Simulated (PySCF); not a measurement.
palladium atom (Pd), singlet (core potentials on Pd). Base run: PBE/def2-TZVP (PySCF).

The PySCF input:
```python
from pyscf import gto, scf, dft, solvent

mol = gto.M(
    atom='''
Pd    0.00000000    0.00000000    0.00000000
''',
    basis='def2-tzvp',
    ecp={'Pd': 'def2-tzvp'},
    verbose=4,
)

mf = dft.RKS(mol)
mf.xc = 'pbe'
mf.kernel()
```

Each row names what was changed in the base input (with any setting that the change needs).

```tsv
change	ΔE vs base (kcal/mol)	HOMO-LUMO gap (eV)
base	0.000	0.48
model = IEF-PCM; solvent = toluene; lebedev_order = 41	-0.041	0.48
model = ddCOSMO; solvent = toluene	-0.578	0.43
model = IEF-PCM; solvent = chloroform	-0.057	0.47
model = COSMO; solvent = toluene	-0.034	0.48
model = SS(V)PE; solvent = toluene	-0.042	0.48
model = IEF-PCM; solvent = toluene	-0.042	0.48
model = C-PCM; solvent = toluene	-0.042	0.48
model = IEF-PCM; solvent = toluene; vdw_scale = 1.4	-0.003	0.48
model = IEF-PCM; solvent = toluene; lebedev_order = 11	-0.051	0.47
model = IEF-PCM; solvent = toluene; vdw_scale = 1.0	-0.459	0.44
model = IEF-PCM; solvent = tetrahydrofuran	-0.062	0.47
```

The base is the gas phase, so ΔE is the electrostatic part of solvation at a fixed geometry, without cavity and dispersion terms.
